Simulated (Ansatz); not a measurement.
`[NH2][Al]([SH])[Cl]` + H–F → `[F][Al]([SH])[Cl]` + NH₃ at 500 K and 1 bar (ligand exchange at the Al–N bond).

Gas-phase electronic energies from Ansatz, PBE0-D4/def2-TZVP geometries. CCSD(T)/CBS is the MP2 limit (def2-TZVPP, def2-QZVPP) plus CCSD(T) − MP2 in def2-TZVPP, frozen cores. This one scheme is used for every species. One conformer a species, not always the lowest.

```
              species  CCSD(T)/CBS energy (Eh)  H − E (kJ/mol)  S (J/(mol·K))
`[NH2][Al]([SH])[Cl]`              -1156.24062           138.8          396.9
                  H–F               -100.39570            39.4          188.7
  `[F][Al]([SH])[Cl]`              -1200.16071            71.4          371.1
                  NH₃                -56.50880           108.2          211.8
```

H − E and S are ideal-gas, rigid-rotor, harmonic terms from PBE0-D4/def2-TZVP, for one conformer and one mirror image of each species. 1 Eh = 2625.50 kJ/mol, R = 8.31446 J/(mol·K).

Problem. By hand: ΔE, ΔH, ΔS and ΔG.

Solution. ΔE = (-1200.16071) + (-56.50880) − (-1156.24062) − (-100.39570) = -0.03319 Eh = -87.1 kJ/mol. Δ(H − E) = 71.4 + 108.2 − 138.8 − 39.4 = 1.4, so ΔH = -85.7 kJ/mol. ΔS = 371.1 + 211.8 − 396.9 − 188.7 = -2.7 J/(mol·K). ΔG = -85.7 − 500 × (-2.7)/1000 = -84.4 kJ/mol.

Problem. By hand: the equilibrium constant, and the temperature at which ΔG would vanish if ΔH and ΔS stayed fixed.

Solution. log₁₀ K = −ΔG/(RT ln 10) = 8.8. ΔG = 0 at ΔH/ΔS = 31741 K, far beyond where these terms or the molecules hold.

The number of gas molecules stays the same, so ΔS is small and ΔH decides. A doubt of 5 kJ/mol in ΔE shifts log₁₀ K by 0.5 here. Other conformers and mirror images would add mixing entropy, several J/(mol·K) or more a flexible species. These are equilibria of isolated gas molecules and say nothing of rates. Largest T1 diagnostic: 0.011 (customary marks: 0.02 for closed shells, 0.045 for open ones).
